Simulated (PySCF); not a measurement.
A PySCF script (with the pyscf-properties extension) for the NMR shieldings of `InChI=1S/C2H11NSi3/c1-3-5-2(4)6-3/h2H,5-6H2,1,4H3`, on a GFN2-xTB geometry:

```python
import basis_set_exchange as bse
import numpy as np
from pyscf import gto, dft
from pyscf.prop import nmr

atoms = """
C     2.533647   -0.407018   -0.705397
N     1.224603   -0.070767   -0.218397
Si    0.123606    1.158921   -0.779942
C    -1.011587    0.534159    0.632533
Si   -2.695838   -0.173463    0.168464
Si    0.363839   -0.690018    1.164461
H     3.294648    0.282959   -0.323252
H     2.555528   -0.361630   -1.795848
H     2.801049   -1.416057   -0.391228
H    -0.290230    0.929936   -2.166478
H     0.631820    2.529276   -0.642611
H    -1.174073    1.303937    1.387114
H    -3.307140   -0.819138    1.337634
H    -3.585526    0.908994   -0.273346
H    -2.590819   -1.160832   -0.908438
H     1.015495   -0.409191    2.449949
H     0.103980   -2.128037    1.054873
"""
names = dict.fromkeys(["C", "N", "Si", "H"], "pcSseg-1")
basis = {el: gto.basis.parse(bse.get_basis(n, elements=[el], fmt="nwchem")) for el, n in names.items()}
mol = gto.M(atom=atoms, basis=basis, charge=0, verbose=0)
mf = dft.RKS(mol, xc="PBE0")
mf.grids.level = 2
mf.grids.alignment = dft.numint.BLKSIZE   # the property module wants whole blocks of grid points
mf.conv_tol = 1e-9
mf.kernel()

calc = nmr.RKS(mf)   # GIAO
C = mf.mo_coeff
Co = C[:, mf.mo_occ > 0]
resp = mf.gen_response(singlet=True, hermi=2)
def vind(x):   # induced exchange potential for any number of trial vectors
    d = np.einsum("pi,xij,qj->xpq", C, 2 * x.reshape(-1, C.shape[1], Co.shape[1]), Co, optimize=True)
    return np.einsum("xpq,pi,qj->xij", resp(d - d.transpose(0, 2, 1)), C, Co, optimize=True).ravel()
mo1, _ = nmr.rhf.solve_mo1(calc, with_cphf=vind)
sigma = calc.kernel(mo1)
for i, s in enumerate(sigma):   # ppm
    print("%2d %-2s %9.2f" % (i, mol.atom_pure_symbol(i), np.trace(s) / 3))
```

Task: What does it print?

Result: 
```
 0 C     152.16
 1 N     241.02
 2 Si    365.75
 3 C     199.51
 4 Si    421.43
 5 Si    366.00
 6 H      28.74
 7 H      29.10
 8 H      29.21
 9 H      26.50
10 H      26.28
11 H      31.38
12 H      27.56
13 H      27.56
14 H      27.56
15 H      26.27
16 H      26.49
```

These numbers come from an equivalent density-fitted implementation of the same equations, which agrees with the script to about 0.01 ppm for H and up to a few tenths of a ppm for heavy atoms, so last digits may differ.

Size and cost of the density-fitted run: 178 basis functions, 47 s wall time on 1 thread of an Arm Neoverse N1, shared host; peak memory 0.82 GiB.
